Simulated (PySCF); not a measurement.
## UHF on Mn(2+) (manganese, charge +2)

Configuration: [Ar] 3d5, high-spin 6S determinant. Computed with PySCF 2.14 in x2c-TZVPPall with one added diffuse shell each of s, p, d, f type (7s6p5d3f1g, 80 functions), with the spin-free X2C one-electron Hamiltonian (Gaussian nucleus).

```json
{"Total energy": "-1156.607101 hartree", "One-electron energy": "-1579.1247 hartree", "Hartree (Coulomb) energy": "473.7353 hartree", "Exchange energy": "-51.2177 hartree", "⟨S²⟩": "8.7506", "⟨L²⟩": "0.000", "Sum of ⟨r⟩": "14.84 bohr", "Sum of ⟨r²⟩": "15.89 bohr²", "Langevin diamagnetic susceptibility": "-12.6 ×10⁻⁶ cm³/mol"}
```

| shell | electrons | mean orbital energy (hartree) | rms radius, mean of both spins (bohr) |
| --- | --- | --- | --- |
| 1s α | 1 | -243.14669 | 0.0703 |
| 1s β | 1 | -243.14487 | 0.0703 |
| 2s α | 1 | -30.23675 | 0.302 |
| 2s β | 1 | -30.10499 | 0.302 |
| 2p α | 3 | -25.59576 | 0.273 |
| 2p β | 3 | -25.46340 | 0.273 |
| 3s α | 1 | -4.72984 | 0.917 |
| 3s β | 1 | -4.31625 | 0.917 |
| 3p α | 3 | -3.39077 | 0.986 |
| 3p β | 3 | -2.88783 | 0.986 |
| 3d α | 5 | -1.27937 | 1.24 |

Densities and radii are taken from the X2C orbitals without a picture-change correction, which distorts them close to the nucleus.

Spin-orbit constants ζ (cm⁻¹) from the X2C one-electron operator on these orbitals: bare nucleus, nucleus screened by l(l+1)(2l+1)/3 electrons, and screened by the Breit-Pauli mean field of the electrons.

| shell | bare | screened nucleus | mean field |
| --- | --- | --- | --- |
| 2p | 59110 | 54380 | 52200 |
| 3p | 7090 | 6523 | 6222 |
| 3d | 612.7 | 367.6 | 326.5 |
